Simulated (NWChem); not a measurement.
Program: NWChem. System: H6Al2, charge 0, spin multiplicity 1, at a geometry optimised with B3LYP/def2-SVP. The structure started from a generated list of species. Level: MP2/6-31G* (spherical d), 10 core orbitals frozen.

The NWChem input:

```
start mol
memory heap 200 mb stack 900 mb global 1100 mb
geometry units angstroms nocenter noautoz
  Al     0.000000     0.000000    -1.310836
  Al     0.000000     0.000000     1.310836
  H      0.000000    -1.147873     0.000000
  H     -1.416640     0.000000    -2.004006
  H      1.416640     0.000000    -2.004006
  H      0.000000     1.147873     0.000000
  H     -1.416640     0.000000     2.004006
  H      1.416640     0.000000     2.004006
  symmetry group D2h
end
basis spherical
  * library 6-31g*
end
scf
  rhf
  nopen 0
  maxiter 100
  thresh 1e-7
  semidirect memsize 60000000 filesize 0
end
mp2
  freeze core 10
end
task mp2 energy
```

Output (cleaned and shortened):

```
             Northwest Computational Chemistry Package (NWChem) 7.3.0
             --------------------------------------------------------

                                NWChem Input Module
                                -------------------

 Scaling coordinates for geometry "geometry" by  1.889725989
 (inverse scale =  0.529177249)

 Turning off AUTOSYM since
 SYMMETRY directive was detected!

                             Geometry "geometry" -> ""
                             -------------------------

 Output coordinates in angstroms (scale by  1.889725989 to convert to a.u.)

  No.       Tag          Charge          X              Y              Z
 ---- ---------------- ---------- -------------- -------------- --------------
    1 Al                  13.0000     0.00000000     0.00000000    -1.31083600
    2 Al                  13.0000     0.00000000     0.00000000     1.31083600
    3 H                    1.0000     0.00000000    -1.14787300     0.00000000
    4 H                    1.0000    -1.41664000     0.00000000    -2.00400600
    5 H                    1.0000     1.41664000     0.00000000    -2.00400600
    6 H                    1.0000     0.00000000     1.14787300     0.00000000
    7 H                    1.0000    -1.41664000     0.00000000     2.00400600
    8 H                    1.0000     1.41664000     0.00000000     2.00400600

 Effective nuclear repulsion energy (a.u.)      77.6322522453

            Nuclear Dipole moment (a.u.)
            ----------------------------
        X                 Y               Z
 ---------------- ---------------- ----------------
     0.0000000000     0.0000000000     0.0000000000

      Symmetry information
      --------------------

 Group name             D2h
 Group number             26
 Group order               8
 No. of unique centers     3

      Symmetry unique atoms

     1    3    4


 Summary of "ao basis" -> "" (spherical)
 ------------------------------------------------------------------------------
       Tag                 Description            Shells   Functions and Types
 ---------------- ------------------------------  ------  ---------------------
[...]
     1   1 0 0     -0.000000      0.000000      0.000000
     1   0 1 0     -0.000000      0.000000      0.000000
     1   0 0 1     -0.000000      0.000000      0.000000

     2   2 0 0    -27.285131      0.000000     28.666631
     2   1 1 0      0.000000      0.000000      0.000000
     2   1 0 1     -0.000000      0.000000      0.000000
     2   0 2 0    -20.722184      0.000000      9.410557
     2   0 1 1     -0.000000      0.000000      0.000000
     2   0 0 2    -24.456777      0.000000    216.905470

                   NWChem MP2 Semi-direct Energy/Gradient Module
                   ---------------------------------------------

  Basis functions       =     48
  Molecular orbitals    =     48
  Frozen core           =     10
  Frozen virtuals       =      0
  Active alpha occupied =      6
  Active beta occupied  =      6
  Active alpha virtual  =     32
  Active beta virtual   =     32
  Use MO symmetry       = T
  Use skeleton AO sym   = T

  AO/Fock/Back tols     =   1.0D-09  1.0D-09  1.0D-09

 GA uses MA = F    GA memory limited = T

 Available:
  local mem=  1.26D+08
 global mem=  1.44D+08
 local disk=  0.00D+00
  mp2_memr nvloc                    32
  nvloc new                    32
   1 passes of   6:        2097152                       9596                    761906.
   1 passes of   6: M    126151644           G      144174592           F     124054492.

 Semi-direct pass number   1 of   1  for RHF alpha+beta  at        0.6s
  vrange nnbf                  1161
  mp2_eaftype                    10  avail_ma_in_mb                  1099
 EAF : mp2_eaftype filesize          10     380953.
  mp2_eaf for mointskh                     10
Node 0 wrote      1.8 Mb in      0.0 s     Agg I/O rate:  2135.8 Mb/s
 Done moints_semi at        1.7s
  mp2_eaftype                    10  avail_ma_in_mb                  1089
 EAF : mp2_eaftype filesize          10     380953.
  mp2_eaf for kh                    10
 Done maket at        1.7s
 Done multipass loop at        1.7s

          -------------------------------------------
          SCF energy                -487.273232809431
          Correlation energy          -0.116088278741
          Singlet pairs               -0.100048771594
          Triplet pairs               -0.016039507147
          Total MP2 energy          -487.389321088173
          -------------------------------------------

          ---------------------------------------------------
                    Spin Component Scaled (SCS) MP2
          Same spin pairs                     -0.010693004764
          Same spin scaling factor             0.333333333333
          Opposite spin pairs                 -0.105395273977
          Opposite spin scaling fact.          1.200000000000
          SCS-MP2 correlation energy          -0.130038663694
          Total SCS-MP2 energy              -487.403271473125
          ---------------------------------------------------

 -----------------------
 Performance information
 -----------------------

 Timer overhead =  2.57D-07 seconds/call

               Nr. of calls         CPU time (s)                 Wall time (s)                GFlops
             ---------------    -------------------     ------------------------------   -------------------
Name         Min   Avg   Max    Min     Avg     Max     Min     Avg     Max   Mx/calls   Min     Max     Sum
mp2: moin     1     1     1    1.0     1.0     1.0      1.0     1.0     1.0     1.0      0.0     0.0     0.0
mp2: make     1     1     1   1.21E-2 1.21E-2 1.21E-2  1.21E-2 1.21E-2 1.21E-2 1.21E-2   0.0     0.0     0.0
mp2: tota     1     1     1    1.1     1.1     1.1      1.1     1.1     1.1     1.1      0.0     0.0     0.0

 The average no. of pstat calls per process was 3.00D+00
 with a timing overhead of 7.72D-07s

 Task  times  cpu:        1.6s     wall:        1.6s

 Total times  cpu:        1.7s     wall:        1.7s
```
